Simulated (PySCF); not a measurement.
## Ionisation energy of Tb³⁰⁺ by level of theory

Tb³⁰⁺ [Ar] 3d10 4s2 4p5 [4p1/2^2 4p3/2^3, M_J = 3/2] → Tb³¹⁺ [Ar] 3d10 4s2 4p4 [4p1/2^2 4p3/2^2, M_J = 2], as a difference of total energies. Computed with PySCF 2.14 in an even-tempered Gaussian basis (17 s from 2.8 bohr⁻², ratio 2.8; 14 p from 3.6 bohr⁻², ratio 2.8; 8 d from 6.4 bohr⁻², ratio 2.8; 4 f from 19 bohr⁻², ratio 3), with the two-component X2C-1e Hamiltonian. Correlated levels: [Ne] frozen; the 80 highest virtual spinors dropped. "Screened" scales the spin-orbit matrix elements by Boettger's factors to mimic the two-electron term; Breit and QED terms are absent.

| method | ionisation energy (eV) |
| --- | --- |
| GHF (spin-free) | 1217.7 |
| GMP2 (spin-free) | 1219.0 |
| GHF (screened spin-orbit) | 1204.5 |
| GMP2 (screened spin-orbit) | 1205.8 |

Breit and QED terms and the two-electron picture change are absent.

The spin-free rows relax to the high-spin LS determinant and lack the spin-orbit shift.

The labels give the starting determinants; with spin-orbit coupling the two ends relaxed to ⟨J²⟩ = 3.75, ⟨L²⟩ = 2.04, ⟨S²⟩ = 0.79 and ⟨J²⟩ = 6.00, ⟨L²⟩ = 3.18, ⟨S²⟩ = 1.46.

For comparison: 1208 ± 4 eV (theoretical estimate listed by NIST; NIST Atomic Spectra Database, ionization energies).
